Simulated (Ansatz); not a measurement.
C6H8Ge⁺, that is Ge(CCH)2Me2 with one electron fewer. The state is a doublet with charge 1. Geometry PBE0-D4/def2-SVP, that of the neutral singlet; atoms count from 1.

```xyz
15

Ge    0.049    0.023    0.033
C    -1.548   -0.725    0.765
C    -2.554   -1.197    1.260
H    -3.446   -1.615    1.691
C    -0.099   -0.067   -1.869
C    -0.164   -0.109   -3.083
H    -0.228   -0.150   -4.156
C     1.571   -1.041    0.604
H     2.496   -0.644    0.160
H     1.444   -2.084    0.284
H     1.660   -1.014    1.700
C     0.185    1.885    0.574
H     0.236    1.956    1.670
H    -0.693    2.445    0.223
H     1.090    2.337    0.143
```

Question: Estimate the Mulliken populations from the PBE0/def2-TZVP orbitals of Ansatz.

Answer: 
| atom | charge (e) | spin (α − β) |
| --- | --- | --- |
| Ge1 | 0.30 | -0.02 |
| C2 | 0.03 | 0.13 |
| C3 | -0.13 | 0.22 |
| H4 | 0.24 | -0.01 |
| C5 | 0.03 | 0.13 |
| C6 | -0.13 | 0.22 |
| H7 | 0.24 | -0.01 |
| C8 | -0.38 | 0.17 |
| H9 | 0.19 | 0.00 |
| H10 | 0.20 | 0.00 |
| H11 | 0.19 | 0.00 |
| C12 | -0.38 | 0.17 |
| H13 | 0.19 | 0.00 |
| H14 | 0.20 | 0.00 |
| H15 | 0.19 | 0.00 |
Mulliken values depend strongly on the basis.

Question: Where does the spin sit?

Answer: Summed by element: Ge -0.02, C 1.03, H -0.01, of 1 unpaired in all. Largest on single atoms: C6 0.22, C3 0.22, C12 0.17.

Question: And the Mayer bond orders between heavy atoms (over 0.3)?

Answer: Ge1–C2 0.88 (1.91 Å); Ge1–C5 0.88 (1.91 Å); Ge1–C8 0.94 (1.94 Å); Ge1–C12 0.94 (1.94 Å); C2–C3 2.70 (1.22 Å); C5–C6 2.70 (1.22 Å).
